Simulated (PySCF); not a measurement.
## Relaxation of sextet RuI₂⁺

These are results of UB3LYP in PySCF with Ru def2-SVP with ECP28, I def2-SVP with ECP28; scalar-relativistic core potentials, no spin–orbit coupling; density-fitted integrals, not measurements. A (50,194) grid was used.

A hand-made bent start, of C2v symmetry, held to at least that symmetry:

Coordinates in bohr (charge 1 multiplicity 6):
```
Ru    0.0000    0.0000   -1.9554
I     3.9138    0.0000    0.7851
I    -3.9138    0.0000    0.7851
```

Optimiser trace:
| step | E − E(last) (kJ/mol) | largest gradient (Eh/bohr) |
| --- | --- | --- |
| 0 | 8.18 | 0.00786 |
| 1 | 4.98 | 0.00469 |
| 2 | 0.81 | 0.00416 |
| 3 | 0.26 | 0.00301 |
| 4 | 0.03 | 0.00109 |
| 5 | 0.00 | 0.00011 |
| 6 | 0.00 | 0.00000 |

It ends at C2v with Ru–I 2.544 Å (×2); I–Ru–I 128.3° (after a last refinement on a finer grid). A frequency run shows a minimum. Other isomers or separated fragments may lie lower.

Open d and f shells are described by one determinant, and the ground state may have another occupation or spin. Spin–orbit coupling, left out here, can matter for elements this heavy.

The relaxation took of the order of 100 core-seconds on a shared host.
